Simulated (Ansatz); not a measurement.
Reaction (redistribution): `FB(Cl)Cl` + `C=C[SiH2]CN` → `C=CB(Cl)Cl` + `NC[SiH2]F`

Calculated with Ansatz (gas phase, PBE0-D4/def2-TZVP geometries, no zero-point term in ΔE). CBS: MP2 limit from def2 TZ/QZ plus the TZ coupled-cluster correction, frozen cores. This one scheme is used for every species. Functionals use def2-TZVPP. Each species was taken in one conformer, which may not be the lowest.

`FB(Cl)Cl`:

```xyz
4

F    -0.765   -0.532   -1.055
B    -0.053   -0.037   -0.073
Cl   -0.863    0.714    1.270
Cl    1.681   -0.146   -0.142
```

`C=C[SiH2]CN`:

Z-matrix (Å, degrees):
```
Si
C 1 1.862
C 1 1.891 2 110.8
H 1 1.492 2 108.0 3 -123.2
H 1 1.493 2 109.4 3 118.2
C 2 1.331 1 123.2 3 117.6
H 2 1.090 1 119.2 3 -62.1
N 3 1.467 1 114.7 2 59.8
H 3 1.095 1 109.7 2 -62.6
H 3 1.095 1 109.6 2 -177.7
H 6 1.087 2 121.6 1 0.9
H 6 1.087 2 122.3 1 -179.4
H 8 1.013 3 110.6 1 -61.8
H 8 1.013 3 110.6 1 56.3
```

`C=CB(Cl)Cl`:

Cartesian coordinates in Å:
```
C 0.986 -0.670 0.568
C -0.264 -0.217 0.451
B -0.731 0.683 -0.704
Cl -2.394 1.224 -0.770
Cl 0.353 1.198 -1.980
H 1.294 -1.305 1.392
H 1.747 -0.416 -0.164
H -0.993 -0.497 1.207
```

`NC[SiH2]F`:

Cartesian coordinates in Å:
```
N 1.043 -0.885 0.522
C 0.043 0.164 0.713
Si -0.819 0.317 -0.940
F -1.778 1.605 -0.961
H 1.819 -0.551 -0.034
H 1.419 -1.212 1.402
H -0.695 -0.181 1.444
H 0.428 1.125 1.083
H 0.194 0.494 -2.014
H -1.655 -0.875 -1.214
```

Task: Is it downhill or uphill in electronic energy at CCSD(T)/CBS, and by how much? (Best estimate.)

Result: Ansatz gave: Downhill: ΔE = -38.0 kJ/mol.

Task: What do these levels give: PBE, BLYP, CCSD(T)/def2-SVP, HF/def2-QZVPP, SCS-MP2/def2-QZVPP, CCSD/CBS(def2)? (Best estimate.)

Result: Ansatz gave: PBE -25.1, BLYP -30.9, CCSD(T)/def2-SVP -12.5, HF/def2-QZVPP -42.9, SCS-MP2/def2-QZVPP -41.6, CCSD/CBS(def2) -39.4 kJ/mol.

Largest T1 diagnostic among the species: 0.012.

From BLYP to BHLYP (50 % exact exchange), in def2-TZVPP and without D4, ΔE moves by −8.2 kJ/mol. Leaving LDA and LC-ωPBE aside and taking each functional with its dispersion term where it has one, the values, not all of them listed here, spread over 14.7 kJ/mol, from BHLYP-D4 to revPBE-D4.
